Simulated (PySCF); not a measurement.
Mean harmonic wavenumber (cm⁻¹) of eight silicon and germanium compounds: PBE-D3(BJ) beside B3LYP-D3(BJ), computed with PySCF for isolated molecules in the bases named; differences from unrounded values. The eight are the first of their class met in an unordered collection, after screening for sound electronic states; none was chosen by its value. Each level has its own optimised geometry.

| molecule | basis | B3LYP-D3(BJ) | PBE-D3(BJ) | difference |
|---|---|---|---|---|
| C4H5NSi, SMILES C#C[SiH](N)C#C | def2-SVP | 1193 | 1159 | -34 |
| C3H6O2Si, SMILES C1O[C@@H](C=1)[SiH2]O | def2-SVP | 1231 | 1196 | -36 |
| GeH₇NSi, SMILES [SiH3][NH][GeH3] | def2-SVP | 1171 | 1137 | -34 |
| CH8N2OSi2, SMILES [Si@@]1(N)([SiH2]NC1)O | def2-SVP | 1227 | 1195 | -32 |
| C3H11NSi2, SMILES C(N([SiH3])C)(=C)[SiH3] | def2-SVP | 1248 | 1209 | -39 |
| GeH₂Br₂, SMILES [Br][GeH2][Br] | def2-SVP | 861 | 835 | -26 |
| Cl₂FGeH₃Si, SMILES F[Si](Cl)(Cl)[GeH3] | def2-SVP | 739 | 719 | -20 |
| Si(H)(Me)(SH)2 (CH6S2Si), SMILES C[SiH](S)S | def2-SVP | 1182 | 1151 | -31 |

PBE-D3(BJ) lies below B3LYP-D3(BJ) in 8 and above it in 0 of the eight; the mean signed difference is -32 and the largest -39 cm⁻¹.
